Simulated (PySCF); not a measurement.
**C3H6BF2N: full NMR table**

* Formula: C3H6BF2N
* SMILES: [H]/N=C\CCB(F)F
* Point group of the computed structure: C1
* Carbon signals: 3
* Proton signals: 4

Numbering as in the mapped SMILES `[H]/[N:1]=[CH:2]\[CH2:3][CH2:4][B:5]([F:6])[F:7]`; H(Xn) means a hydrogen on atom n.

No solvent model, one averaged value for each set of equivalent atoms, one conformer, relativity neglected. GIAO KT2/pcSseg-2 shieldings; J couplings at B3LYP/pcJ-1 (spin–dipole term only in couplings to heteroatoms); structure optimised with PBE0-D3(BJ)/def2-SVP; PySCF.

Referencing at the same level of theory: TMS for 1H (31.18 ppm) and 13C (182.28 ppm); 19F (136.34 ppm) against CFCl3; 11B (98.29 ppm) against BF3·OEt2; 15N (260.12 ppm) against NH3.

```tsv
carbon	δC, type	δH (multiplicity, J in Hz)	HMBC from (abs. J ≥ 3 Hz)	span of the C tensor (ppm)
C2	174.6, CH	7.59 (t, 5.8)	H(C3), H(C4)	212
C3	42.4, CH2	2.14 (td, 8.4, 5.8)	H(C2), H(C4)	55
C4	10.7, CH2	1.22 (tt, 8.4, 3.5)	H(C3)	29
```

Other nuclei:
```json
{"atoms": "H(N1)", "nucleus": "1H", "environment": "hydrogen on an imine nitrogen", "δ (ppm)": "9.10", "σ (ppm)": "22.07"}
{"atoms": "F6/F7", "nucleus": "19F", "environment": "fluorine bonded to B", "δ (ppm)": "-97.8", "σ (ppm)": "234.2"}
{"atoms": "B5", "nucleus": "11B", "environment": "boron bonded to C, 2 F", "δ (ppm)": "26.3", "σ (ppm)": "72.0"}
{"atoms": "N1", "nucleus": "15N", "environment": "imine nitrogen", "δ (ppm)": "328.9", "σ (ppm)": "-68.8"}
```

Selected couplings (Hz, signed; the shortest-range and largest first, 30 at most; isotopes 13C, 1H, 11B, 19F, 15N): 1J(C2,H(C2)) 173.8, 1J(B5,F6) -139.3, 1J(C3,H(C3)) 132.6, 1J(C4,H(C4)) 123.0, 1J(C4,B5) 83.0, 1J(C2,C3) 38.4, 1J(C3,C4) 36.0, 1J(N1,C2) -3.0, 2J(C4,F6) 30.1, 2J(N1,H(C2)) -15.2, 2J(B5,H(C4)) -7.6, 2J(N1,C3) 4.1, 2J(C2,C4) -1.4, 2J(C3,B5) -1.1, 3J(H(C3),H(C4)) 8.4, 3J(C2,B5) 7.8, 3J(H(C2),H(C3)) 5.8, 3J(F6,H(C4)) 3.5, 3J(C3,F6) 2.4, 3J(B5,H(C3)) 2.3, 3J(N1,H(C3)) -1.6.

1. δC 174.6: C=N carbon.
2. δC 42.4: sp3 CH2; aliphatic region, no heteroatom directly attached.
3. δH 9.10: hydrogen on an imine nitrogen; labile proton, position sensitive to the medium.
4. δH 2.14: hydrogen on an sp3 CH2.
5. δH 1.22: hydrogen on an sp3 CH2 bonded to B.
6. The protons at 2.14 and 1.22 share a coupling of 8.4 Hz (vicinal).
7. The protons at 7.59 and 2.14 share a coupling of 5.8 Hz (vicinal).

OH and NH positions are those of a molecule without intermolecular hydrogen bonds; in solution they move with solvent, concentration and temperature, and exchange usually removes their couplings. A carbon bonded to boron is broadened by the quadrupolar boron nucleus and is often missing from a measured spectrum. C–F couplings over four or more bonds (about 3 Hz to the para carbon of a fluoroarene) are left out. Splittings below 1 Hz are ignored in the labels, and close J values are merged. Unscaled 3J(H,H) at this level run about 10 % above measured values. Shifts are as computed. Against solution values, carbons near 30 ppm lie about +3 ppm off and those near 130 ppm about -1 ppm. Of 1313 compounds with measured shifts, 239 miss one by over three times the rms of a fit or turn the order of signals round; such compounds aren't used in these exercises. Couplings across =CH–CH2 type bonds come from one rotamer and its mirror image, and can be 1–2 Hz further off. Couplings to exchangeable protons are dropped. Unscaled 19F shifts against computed CFCl3 carry errors that often reach 10 to 50 ppm. Experimental scales use liquid or dissolved standards, which lie at an offset from isolated NH3 (liquid NH3: subtract about 20 ppm). Unscaled 15N shifts of sp2 nitrogen come out 20 to 40 ppm too high even then. Chain 3J(H,H) values assume equally populated staggered rotamers: (2 J gauche + J anti)/3. Only one conformer was computed, so three-bond couplings in flexible chains and rings are approximate.
